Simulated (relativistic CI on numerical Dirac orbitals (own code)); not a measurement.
## Slater and spin-orbit integrals, Yb⁶⁵⁺

These numbers are calculated, not measured: Dirac-Coulomb-Breit CI, orbitals from a KLI potential per configuration, QED by a radiative potential, unscaled Slater integrals (own radial code, finite nucleus).

Slater integrals F^k, G^k are unscaled and averaged over j, outside the closed core 1s2; ζ comes from projecting the Hamiltonian with its Breit term on Σ l·s of the shell.

- 2s²2p: ζ(2p) = 6.1337e+06 cm⁻¹; <r>(2p) = 0.06993, <r^2>(2p) = 0.005952 (bohr units).
- 2s2p²: F^2(2p,2p) = 1.3457e+06, G^1(2s,2p) = 1.4377e+06, ζ(2p) = 6.1179e+06 cm⁻¹; <r>(2s) = 0.07941, <r^2>(2s) = 0.007479, <r>(2p) = 0.06997, <r^2>(2p) = 0.005958 (bohr units).
- 2p³: F^2(2p,2p) = 1.3441e+06, ζ(2p) = 6.1024e+06 cm⁻¹; <r>(2p) = 0.07005, <r^2>(2p) = 0.005972 (bohr units).

Averages of the first 10 configurations, taken without configuration mixing, which lowers the lowest level and can move excited configurations by several eV; other configurations of the list can lie among them:

```json
{"Configuration": "2s²2p", "Parity": "odd", "States": "6", "Average energy above the lowest level (eV)": "764.6"}
{"Configuration": "2s2p²", "Parity": "even", "States": "30", "Average energy above the lowest level (eV)": "1752.0"}
{"Configuration": "2p³", "Parity": "odd", "States": "20", "Average energy above the lowest level (eV)": "2798.6"}
{"Configuration": "2p²3s", "Parity": "even", "States": "30", "Average energy above the lowest level (eV)": "11312.3"}
{"Configuration": "2p²3p", "Parity": "odd", "States": "90", "Average energy above the lowest level (eV)": "11606.5"}
{"Configuration": "2p²3d", "Parity": "even", "States": "150", "Average energy above the lowest level (eV)": "11828.0"}
{"Configuration": "2s²3s", "Parity": "even", "States": "2", "Average energy above the lowest level (eV)": "9350.4"}
{"Configuration": "2s²3p", "Parity": "odd", "States": "6", "Average energy above the lowest level (eV)": "9655.6"}
{"Configuration": "2s²3d", "Parity": "even", "States": "10", "Average energy above the lowest level (eV)": "9876.9"}
{"Configuration": "2s2p3s", "Parity": "odd", "States": "24", "Average energy above the lowest level (eV)": "10301.6"}
```
